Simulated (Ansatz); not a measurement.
Geometry optimisation, RKS PBE0-D4/def2-SVP (Ansatz).

Input file:

```yaml
crystal:
  periodic: [false, false, false]
  atoms:
    - { symbol: Ge, position_ang: [0.0, 0.0, 0.0] }
    - { symbol: H, position_ang: [0.0, 0.0, 1.55] }
    - { symbol: F, position_ang: [1.5842, 0.0, -0.5594] }
    - { symbol: F, position_ang: [-0.7913, 1.3709, -0.5594] }
    - { symbol: F, position_ang: [-0.7913, -1.3709, -0.5594] }
basis:
  gaussian: { orbitals: def2-SVP }
hamiltonian:
  xc: pbe0
  dispersion: d4
relax:
  f_tol: 0.02
  max_steps: 40
```

Launched with:

```bash
$ ansatz run input.yaml --threads 2 --pin off --max-ram 3072MiB --backend cpu --events-out ev --progress --plain --runs-dir out
```

Where does it end, and by what steps?

It converged. After 2 steps the energy has fallen by 0.107 eV; Ge1 moved furthest, 0.06 Å.

```json
{"step": "0", "energy less start (eV)": "0.0000", "largest force component (eV/Å)": "2.581", "accepted": "yes"}
{"step": "1", "energy less start (eV)": "-0.0953", "largest force component (eV/Å)": "0.775", "accepted": "yes"}
{"step": "2", "energy less start (eV)": "-0.1066", "largest force component (eV/Å)": "0.017", "accepted": "yes"}
```

```xyz
5
Properties=species:S:1:pos:R:3
Ge 0.000 0.000 0.061
H 0.000 0.000 1.577
F 1.586 0.000 -0.588
F -0.792 1.373 -0.589
F -0.792 -1.373 -0.589
```

Whether the end is a true minimum wasn't checked by a vibrational analysis.

Run time: 4.5 s on 2 threads of Arm Neoverse V2, with other jobs on the host, peak memory 0.16 GiB.
